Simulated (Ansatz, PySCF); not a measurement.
Reaction (SMILES): CCS [ethanethiol] -> [CH3] (CH3) + [CH2]S (the C-C bond at the site shown breaks; other sites are not compared here)
Geometries: B3LYP-D3(BJ)/def2-TZVP minima from Ansatz (an electronic-structure program), one conformer each, not searched for the lowest.
Geometry of the first species:
SMILES: CCS
```xyz
9

C      1.5260     0.6696    -0.0051
C      0.0131     0.8318     0.0111
S     -0.7684    -0.8280    -0.0040
H     -2.0453    -0.4120     0.0134
H     -0.3062     1.3641     0.9064
H     -0.3226     1.3880    -0.8635
H      2.0088     1.6484     0.0036
H      1.8712     0.1133     0.8677
H      1.8548     0.1370    -0.8989
```
Charge 0, spin multiplicity 1.

Wanted: bond dissociation energy (enthalpy at 298 K, with B3LYP-D3(BJ) rigid-rotor harmonic-oscillator terms from PySCF), in kJ/mol. Cores are frozen in the correlated levels unless marked. Open shells are spin-unrestricted. No spin-orbit coupling. Non-relativistic. Basis-set limits of correlation are two-point, X^-3; Hartree-Fock from the larger set. [CCSD(T)-MP2]/basis is that difference in the basis named.

```json
[
 {"level": "HF/cc-pV(D+d)Z", "program": "Ansatz", "bond dissociation energy (kJ/mol)": "236.8", "minus last row": "-113.1"},
 {"level": "PBE0/def2-TZVP", "program": "Ansatz", "bond dissociation energy (kJ/mol)": "333.7", "minus last row": "-16.2"},
 {"level": "r2SCAN0-D4/def2-TZVPD", "program": "Ansatz + dftd4", "bond dissociation energy (kJ/mol)": "313.5", "minus last row": "-36.4"},
 {"level": "r2SCAN0/def2-TZVPD", "program": "Ansatz", "bond dissociation energy (kJ/mol)": "311.6", "minus last row": "-38.3"},
 {"level": "B2GP-PLYP-D3(BJ)/def2-TZVPD", "program": "Ansatz + dftd3", "bond dissociation energy (kJ/mol)": "340.3", "minus last row": "-9.6"},
 {"level": "CCSD(T)/STO-3G", "program": "Ansatz", "bond dissociation energy (kJ/mol)": "416.1", "minus last row": "66.2"},
 {"level": "RI-MP2/CBS(aug-cc-pV(T+d)Z,aug-cc-pV(Q+d)Z)+[CCSD(T)-MP2]/aug-cc-pV(T+d)Z", "program": "Ansatz", "bond dissociation energy (kJ/mol)": "349.9", "minus last row": "0.0"}
]
```
